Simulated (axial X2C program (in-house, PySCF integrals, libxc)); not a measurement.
**ZrCl: bond constants with and without spin–orbit coupling**

Computed with an axial X2C code built on PySCF integrals. Spin-free means the one-electron spin-free X2C Hamiltonian; two-component (2c) means X2C with spin–orbit coupling and atomic mean-field two-electron Coulomb and Gaunt terms, so the difference of the two also holds small scalar two-electron terms. Basis: Zr dyall-cv3z [11s12p9d6f3g], Cl dyall-av3z [9s8p3d2f] (cores contracted in-house); Gaussian nuclei, density fitting, unrestricted open shells. Masses: Zr 89.905 u, Cl 34.969 u.

State, spin-free: M_S = 3/2, Λ = 0 (beyond evenly filled blocks: σα, δ+α, δ-α); electrons by block: σα: 14, σβ: 13, π+α: 6, π+β: 6, π-α: 6, π-β: 6, δ+α: 2, δ+β: 1, δ-α: 2, δ-β: 1. Fragments: Zr + Cl.

State, 2c: Ω = 3/2 (⟨Sz⟩ = 1.50, ⟨Lz⟩ = 0.00 at PBE0); electrons by block: 1/2: 20, -1/2: 19, 3/2: 7, -3/2: 8, 5/2: 2, -5/2: 1. Fragments: Zr + Cl.

```csv
Hamiltonian,level,Re (Å),ωe (cm⁻¹),ωexe (cm⁻¹),Be (cm⁻¹),αe (cm⁻¹),De (eV),D0 (eV),k (mdyn/Å),μ (D)
spin-free,PBE0,2.328,388.2,1.2,0.1236,0.000525,5.01,4.99,2.24,-4.02
spin-free,HF,2.411,359.9,1.07,0.1152,0.000483,n/a,n/a,1.92,-4.65
spin-free,MP2,2.330,390.0,1.17,0.1233,0.000509,4.66,4.63,2.26,n/a
spin-free,CCSD,2.356,381.1,1.14,0.1207,0.0005,4.34,4.32,2.15,n/a
spin-free,CCSD(T),2.348,384.2,1.15,0.1214,0.000503,4.34,4.32,2.19,n/a
spin-free,B97-3,2.347,377.2,1.16,0.1215,0.000522,4.54,4.51,2.11,-4.05
2c,PBE0,2.328,388.2,1.2,0.1235,0.000525,n/a,n/a,2.24,-4.02
2c,HF,2.411,359.8,1.07,0.1151,0.000483,n/a,n/a,1.92,-4.66
2c,MP2,2.330,389.8,1.17,0.1233,0.00051,n/a,n/a,2.25,n/a
2c,B97-3,2.347,377.1,1.16,0.1215,0.000522,n/a,n/a,2.11,-4.05
```

Correlated methods: 19 electrons correlated (number of frozen shells: Zr 3 s, 2 p, 1 d; Cl 2 s, 1 p), 307 virtual spin orbitals or spinors in MP2.

Dipoles are positive if Cl is the positive end.

One determinant describes the state; a PBE0 search over occupations chose it and may have missed a lower one. De is counted from the lowest determinant-based energies of the atoms at the same level, without counterpoise correction. De is not given where an atomic determinant may have missed its ground term or J level, or where the truncated virtual space spoils (T). Density functionals use the spin component along the axis (collinear). Coupled cluster ran in a truncated set of natural virtual spinors; the MP2 energy of the rest was added. (T) has no such correction and the atoms are truncated less, which lowers De at CCSD(T) by a hundredth of an eV or more. Other states lie close and PBE0, whose exact exchange favours high spin, may order them wrongly; the determinant shown need not be the ground state. The nearest other spin-free determinant of the search, M_S = 3/2, Λ = 3, lies 0.19 eV up at the distance of the search. Without a current term, density functionals place determinants with orbital angular momentum somewhat too high. With several unpaired electrons one determinant need not be a pure state. This is the top spin component of a Σ state; components of lower Ω are not single determinants and can lie lower.

No reliable constants came from CCSD (2c), CCSD(T) (2c): no minimum in range, unconverged points, a curve that is not smooth, a change of character along it, or the two Hamiltonians disagreeing along it.

Rough cost a point (2c) on 1 thread(s) of a shared host, integrals apart: PBE0 1 s, HF 1 s, B97-3 1.7 s.

The whole task took 8.5 min on 1 thread of Arm Neoverse V2, with other jobs on the host.
